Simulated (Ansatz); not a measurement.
Reaction (redistribution): `C[SiH2][BH][ZnH]` + `CB(C)C` → `C[B](C)[ZnH]` + `CB[SiH2]C`

Calculated with Ansatz (gas phase, PBE0-D4/def2-TZVP geometries, no zero-point term in ΔE). CCSD(T)/CBS is the MP2 limit (def2-TZVPP, def2-QZVPP) plus CCSD(T) − MP2 in def2-TZVPP, frozen cores. Functionals use def2-TZVPP. For Zn outer-core shells are correlated without core-valence functions, which leaves a few kJ/mol of doubt a bond. Scalar relativity is left out up to krypton. Each species was taken in one conformer, which may not be the lowest.

```
             level  ΔE (kJ/mol)  difference from CCSD(T)/CBS
         r2SCAN-D4         18.6                         -1.6
           PBE0-D4         17.6                         -2.6
           ωB97X-V         19.1                         -1.1
           ωB97M-V         18.7                         -1.5
               PBE         13.9                         -6.3
            r2SCAN         18.5                         -1.7
SCS-MP2/def2-TZVPP         19.5                         -0.7
     HF/def2-QZVPP         24.9                          4.7
      HF/CBS(def2)         24.9                          4.7
     MP2/CBS(def2)         18.7                         -1.5
       CCSD(T)/CBS         20.2                            0
```

Largest T1 diagnostic among the species: 0.014.

From PBE to PBE0 (25 % exact exchange), in def2-TZVPP and without D4, ΔE moves by +3.4 kJ/mol. In def2-TZVPP, CCSD(T) changes the Hartree–Fock value by −3.9 kJ/mol (the triples alone add −1.1 kJ/mol) and MP2 by −5.4 kJ/mol.
